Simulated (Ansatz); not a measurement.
Geometry optimisation, Ansatz, RKS PBE/def2-SVP.

Input:

```yaml
crystal:
  periodic: [false, false, false]
  atoms:
    - { symbol: Ti, position_ang: [0.178974, 1.0e-06, 0.007195] }
    - { symbol: Cl, position_ang: [0.340502, 2.0e-06, 2.322365] }
    - { symbol: Cl, position_ang: [2.203651, -2.0e-06, -0.760636] }
    - { symbol: Cl, position_ang: [-0.768356, 1.793156, -0.776209] }
    - { symbol: Cl, position_ang: [-0.768362, -1.793151, -0.776211] }
    - { symbol: H, position_ang: [-2.548092, -1.9e-05, 1.00485] }
    - { symbol: H, position_ang: [-2.129517, 1.3e-05, 1.593346] }
basis:
  gaussian: { orbitals: def2-SVP }
hamiltonian:
  xc: pbe
relax:
  f_tol: 0.03
  max_steps: 50
```

Launched with:

```bash
$ ansatz run input.yaml --threads 2 --pin off --max-ram 3072MiB --backend cpu --events-out ev --progress --plain --runs-dir out
```

Where does it end, and by what steps?

The run converged. After 5 steps the energy has fallen by 0.252 eV; H6 moved furthest, 0.68 Å.

```json
{"step": "0", "energy less start (eV)": "0.0000", "largest force component (eV/Å)": "1.487", "accepted": "yes"}
{"step": "1", "energy less start (eV)": "-0.1900", "largest force component (eV/Å)": "0.355", "accepted": "yes"}
{"step": "2", "energy less start (eV)": "-0.2253", "largest force component (eV/Å)": "0.169", "accepted": "yes"}
{"step": "3", "energy less start (eV)": "-0.2483", "largest force component (eV/Å)": "0.152", "accepted": "yes"}
{"step": "4", "energy less start (eV)": "-0.2520", "largest force component (eV/Å)": "0.065", "accepted": "yes"}
{"step": "5", "energy less start (eV)": "-0.2522", "largest force component (eV/Å)": "0.029", "accepted": "yes"}
```

```xyz
7
Properties=species:S:1:pos:R:3
Ti 0.486 0.000 -0.092
Cl 0.578 0.000 2.081
Cl 2.504 0.000 -0.901
Cl -0.565 1.776 -0.776
Cl -0.565 -1.776 -0.776
H -3.192 0.000 1.230
H -2.737 0.000 1.849
```

Whether the end is a true minimum wasn't checked by a vibrational analysis.

Time of the run: 15 s on 2 threads of Intel(R) Xeon(R) Platinum 8375C CPU @ 2.90GHz (Ice Lake), on a shared host, peak memory 0.19 GiB.
